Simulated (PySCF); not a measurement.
C6H6F4.
Atom-mapped SMILES: `[F:1][C:2]([F:3])([F:4])[C@:5]12[CH2:6][C@:7]([F:8])([CH2:9]1)[CH2:10]2`

NICS = −σ at a ghost point: NICS(0) at the centroid of the ring atoms, NICS(1) 1 Å to either side along the normal of their mean plane, zz for the tensor component along that normal. Level: GIAO PBE0/pcSseg-1 (PySCF, non-relativistic, gas phase) on the GFN2-xTB geometry, one conformer.

Ring bond lengths (Å), with Mayer bond orders in brackets: C5–C6 1.544 (0.92), C6–C7 1.536 (0.93), C7–C9 1.536 (0.93), C9–C5 1.544 (0.92); C5–C6 1.544 (0.92), C6–C7 1.536 (0.93), C7–C10 1.536 (0.93), C10–C5 1.544 (0.92).

Give the NICS values of each ring in ppm.

| ring | type | NICS(0) | NICS(1), two faces | NICS(1)zz, two faces | rms pucker (Å) | centre to ring atoms, mean (Å) |
| --- | --- | --- | --- | --- | --- | --- |
| C5–C6–C7–C9 | 4-membered carbocycle; formal bonds all single | -19.6 | -4.6 / -35.2 | -3.8 / -29.3 | 0.31 | 1.04 |
| C5–C6–C7–C10 | 4-membered carbocycle; formal bonds all single | -19.6 | -4.6 / -35.2 | -3.8 / -29.4 | 0.31 | 1.04 |

What do they say, and how far can they be read as aromaticity?

- C5–C6–C7–C9: mean NICS(1)zz -16.6 ppm, shielded. C5, C6, C7, C9 have four or more neighbours, and the NICS criterion for π rings isn't applied. The two faces differ by 25.5 ppm, so no symmetry operation interchanges them.
- C5–C6–C7–C10: mean NICS(1)zz -16.6 ppm, shielded. C5, C6, C7, C10 have four or more neighbours; no verdict on aromaticity is drawn. The two faces differ by 25.6 ppm, so no symmetry operation interchanges them.

What field does 1 T along the ring normal induce along that normal at the first NICS(1) probe listed for ring C5–C6–C7–C9, 1 Å off the ring?

NICSzz × B0 = -3.8 ppm × 1 T = -4 μT, against the applied field.

How shielded are the nuclei of the rings and their hydrogens (means over atoms taken as equivalent)?

| atoms | environment | σ isotropic (ppm) |
| --- | --- | --- |
| C5 | sp3 carbon at a ring junction | 159.0 |
| C6 (×3) | four-membered-ring carbon | 130.9 |
| C7 | sp3 C–F carbon | 109.9 |
| H on C6 (×6) | methylene hydrogen | 29.52 |

Shape of the structure used: `[F:1][C:2]([F:3])([F:4])[C@:5]12[CH2:6][C@:7]([F:8])([CH2:9]1)[CH2:10]2`: F1–C2–C5–C6 -60°.
